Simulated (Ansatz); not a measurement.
One change: `CCCCC(N)=O` becomes `CCCC(N)=O`.

Ansatz, PBE0-D4/def2-TZVP geometries, multiplicity 1. Each molecule was computed in one conformer, which needn't be the lowest.

```json
{"property": "HOMO energy (PBE/def2-TZVPP) / eV", "`CCCCC(N)=O`": "-5.63"}
{"property": "HOMO energy (B3LYP/def2-TZVPP) / eV", "`CCCCC(N)=O`": "-7.01"}
{"property": "HOMO energy (ωB97M-V/def2-TZVPP) / eV", "`CCCCC(N)=O`": "-9.71"}
{"property": "size of the dipole moment (B3LYP/def2-TZVPP) / D", "`CCCCC(N)=O`": "3.65"}
{"property": "HOMO energy (PBE0/def2-TZVPP) / eV", "`CCCCC(N)=O`": "-7.26"}
{"property": "LUMO energy (B3LYP/def2-TZVPP) / eV", "`CCCCC(N)=O`": "0.46"}
```

Task: What does the change do to each property? (Best estimate.)

Result: Computed: 
```tsv
property	`CCCC(N)=O`	shift
HOMO energy (PBE/def2-TZVPP) / eV	-5.63	0.00
HOMO energy (B3LYP/def2-TZVPP) / eV	-7.02	-0.01
HOMO energy (ωB97M-V/def2-TZVPP) / eV	-9.71	0.00
size of the dipole moment (B3LYP/def2-TZVPP) / D	3.61	-0.04
HOMO energy (PBE0/def2-TZVPP) / eV	-7.27	-0.01
LUMO energy (B3LYP/def2-TZVPP) / eV	0.45	-0.01
```

Dipoles are sizes alone; their direction can turn.

B3LYP here is the variant with VWN-RPA as its local correlation; programs differ in this.
